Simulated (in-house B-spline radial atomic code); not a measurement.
# Ionising Nb VI (Nb5+) with different functionals

Computed with an all-electron radial atomic-structure program (B-spline basis): non-relativistic Hamiltonian, point nucleus, spin-polarised at highest spin, spherical fractional occupations for the functionals, the average over the highest-spin determinants for Hartree-Fock. The ionisation energy is the difference of two self-consistent energies, [Ar] 3d10 4s2 4p6 → [Ar] 3d10 4s2 4p5, without Breit or QED terms; ε is the level of the shell that loses the electron (its least bound occupied spin orbital). There is no spin-orbit coupling in this Hamiltonian.

Hybrids are left out here: with spherical fractional occupations of an open shell their exact exchange keeps a self-interaction that integer-occupation calculations don't have.

```
           method          rung  ΔSCF (eV)  -ε(4p) (eV)
     Hartree-Fock  Hartree-Fock     101.22       101.95
         LDA VWN5           LDA     102.21        93.72
         LDA PW92           LDA     102.21        93.71
LDA exchange-only           LDA     100.34        91.93
              PBE           GGA     102.02        93.59
           PBEsol           GGA     102.01        93.57
             BLYP           GGA     101.81        93.37
             RPBE           GGA     101.99        93.57
             PW91           GGA     102.12        93.68
             BP86           GGA     102.14        93.68
             AM05           GGA     102.02        93.57
             OLYP           GGA     102.28        93.89
             TPSS      meta-GGA     102.25        93.87
             SCAN      meta-GGA     102.71        94.43
           r2SCAN      meta-GGA     102.67        94.37
            M06-L      meta-GGA     102.42        94.42
          revTPSS      meta-GGA     102.27        93.90
```

(1) How do they compare with the NIST value?

Results:

(1) NIST lists 102.07 eV ± 0.006 (semi-empirical, ground level to ground level). Errors run from -1.73 to +0.64 eV; AM05 is closest (-0.04 eV), but part of that can be cancellation, since the calculations leave out relativity, Breit-QED terms, multiplet and fine-structure energies. Hartree-Fock also lacks correlation.
